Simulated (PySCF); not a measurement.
## Radial density of Co²⁺ (cobalt, charge +2)

UHF, [Ar] 3d7, high-spin 4F determinant. Computed with PySCF 2.14 in pcseg-2 (6s4p3d2f1g, 56 functions), with the non-relativistic Hamiltonian (point nucleus).

```json
{"r (bohr)": "0.00110", "4πr²ρ (e/bohr)": "0.1925", "4πr²(ρα − ρβ)": "0.0000"}
{"r (bohr)": "0.00185", "4πr²ρ (e/bohr)": "0.5232", "4πr²(ρα − ρβ)": "0.0000"}
{"r (bohr)": "0.00312", "4πr²ρ (e/bohr)": "1.382", "4πr²(ρα − ρβ)": "0.0000"}
{"r (bohr)": "0.00525", "4πr²ρ (e/bohr)": "3.487", "4πr²(ρα − ρβ)": "0.0000"}
{"r (bohr)": "0.00883", "4πr²ρ (e/bohr)": "8.131", "4πr²(ρα − ρβ)": "0.0001"}
{"r (bohr)": "0.0148", "4πr²ρ (e/bohr)": "16.64", "4πr²(ρα − ρβ)": "0.0002"}
{"r (bohr)": "0.0250", "4πr²ρ (e/bohr)": "27.46", "4πr²(ρα − ρβ)": "0.0005"}
{"r (bohr)": "0.0420", "4πr²ρ (e/bohr)": "32.36", "4πr²(ρα − ρβ)": "0.0019"}
{"r (bohr)": "0.0707", "4πr²ρ (e/bohr)": "26.74", "4πr²(ρα − ρβ)": "0.0097"}
{"r (bohr)": "0.119", "4πr²ρ (e/bohr)": "29.26", "4πr²(ρα − ρβ)": "0.0585"}
{"r (bohr)": "0.200", "4πr²ρ (e/bohr)": "35.79", "4πr²(ρα − ρβ)": "0.3511"}
{"r (bohr)": "0.336", "4πr²ρ (e/bohr)": "17.97", "4πr²(ρα − ρβ)": "1.4558"}
{"r (bohr)": "0.566", "4πr²ρ (e/bohr)": "17.58", "4πr²(ρα − ρβ)": "2.9615"}
{"r (bohr)": "0.951", "4πr²ρ (e/bohr)": "13.08", "4πr²(ρα − ρβ)": "2.3691"}
{"r (bohr)": "1.60", "4πr²ρ (e/bohr)": "2.659", "4πr²(ρα − ρβ)": "0.7101"}
{"r (bohr)": "2.69", "4πr²ρ (e/bohr)": "0.1887", "4πr²(ρα − ρβ)": "0.0542"}
{"r (bohr)": "4.53", "4πr²ρ (e/bohr)": "0.001797", "4πr²(ρα − ρβ)": "0.0001"}
```
